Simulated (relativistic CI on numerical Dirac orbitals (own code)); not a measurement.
Charge states of europium

Method of calculation: Dirac-Coulomb-Breit CI, KLI orbitals optimised for each configuration, model QED (radiative potential, 1s self-energy scaled to tabulated hydrogen-like ionisation energies), valence Slater integrals scaled by 0.9 (own radial code, finite nucleus).

Each species is treated in one configuration, given outside its closed core. Radial values are for the open shell of highest l, unscaled and averaged over j; ζ includes the Breit term. Labels give the leading LS character, summed over repeated terms.

```tsv
Ion	Configuration	Its lowest level	LS weight (%)	Next level	E (cm⁻¹)	⟨r⟩ (bohr)	⟨r²⟩ (bohr²)	g_J	g√(J(J+1))
Eu53+	2s2 2p6	1S_0	100						0.00
Eu54+	2s2 2p5	2P°_3/2	100	2P°_1/2	5.3877e+06	0.08114	0.008013	1.309	2.53
Eu55+	2s2 2p4	3P_2	69	1S_0	371030	0.08056	0.007894	1.319	3.23
Eu56+	2s2 2p3	J = 3/2 (mixed)	48	4S°_3/2	5.32e+06	0.07999	0.007778	1.331	2.58
Eu57+	2s2 2p2	3P_0	69	3P_1	5.4398e+06	0.07944	0.007666		0.00
Eu58+	2s2 2p	?	?	?	?	?	?	?	?
Eu59+	2s2	1S_0	100						0.00
Eu60+	2s	2S_1/2	100			0.08952	0.00947	1.966	1.70
Eu61+	1s2	1S_0	100						0.00
```

Problem. Fill in the row of Eu58+.

Solution. Its lowest level 2P°_1/2; LS weight (%) 100; Next level 2P°_3/2; E (cm⁻¹) 5.7499e+06; ⟨r⟩ (bohr) 0.0789; ⟨r²⟩ (bohr²) 0.007559; g_J 0.631; g√(J(J+1)) 0.55.
